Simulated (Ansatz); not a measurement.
Reaction (isomerisation): `C[SiH2]B(C)C` → `CB(C)C[SiH3]`

Computed with Ansatz on PBE0-D4/def2-TZVP structures; ΔE is electronic, products minus reactants. CCSD(T)/CBS adds triple-zeta CCSD(T) − MP2 to the extrapolated MP2 energy (def2 sets, frozen cores). DFT in def2-TZVPP. B3LYP here is the variant with VWN-RPA as its local correlation; programs differ in this. Each species was taken in one conformer, which may not be the lowest.

```
             level  ΔE (eV)
            PBE-D4    -0.37
           PBE0-D4    -0.41
              PBE0    -0.39
             B3LYP    -0.41
     HF/def2-TZVPP    -0.47
    MP2/def2-TZVPP    -0.52
SCS-MP2/def2-TZVPP    -0.51
      HF/CBS(def2)    -0.48
```

Question: What does CCSD(T)/CBS give? (Best estimate.)

Answer: Ansatz gave: -0.46 eV. The listed levels differ from it by 0.09, 0.05, 0.07, 0.05, -0.01, -0.06, -0.05, -0.02 eV.

Largest T1 diagnostic among the species: 0.011.

From PBE to PBE0 (25 % exact exchange), in def2-TZVPP and without D4, ΔE moves by −0.04 eV.
